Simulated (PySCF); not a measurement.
C₅H₈O₂Si, SMILES OC[SiH2]c1ccco1 (GFN2-xTB optimised geometry):

```
16

O      3.386    -1.608    -0.090
C      1.965    -1.553    -0.060
Si     1.351     0.257     0.000
C     -0.519     0.257     0.000
C     -1.471    -0.729     0.003
C     -2.728    -0.085     0.005
C     -2.456     1.249     0.003
O     -1.135     1.465     0.000
H      3.694    -1.144    -0.873
H      1.554    -2.109    -0.913
H      1.682    -2.100     0.841
H      1.884     0.920     1.193
H      1.853     0.944    -1.204
H     -1.287    -1.784     0.005
H     -3.694    -0.547     0.007
H     -3.097     2.109     0.003
```

Method: PBE0/def2-TZVP in PySCF 2.14.0.

What are the frontier orbital energies and the dipole moment?

HOMO-2 -8.27 eV, HOMO-1 -7.51 eV, HOMO -6.74 eV, LUMO -0.28 eV, LUMO+1 0.41 eV; dipole moment 1.88 D.

Meta-Löwdin charges at PBE0/def2-TZVP: O1 -0.53, C2 -0.23, Si3 0.61, C4 -0.09, C5 -0.18, C6 -0.20, C7 0.04, O8 -0.22, H9 0.34, H10 0.11, H11 0.13, H12 -0.09, H13 -0.10, H14 0.14, H15 0.14, H16 0.14.
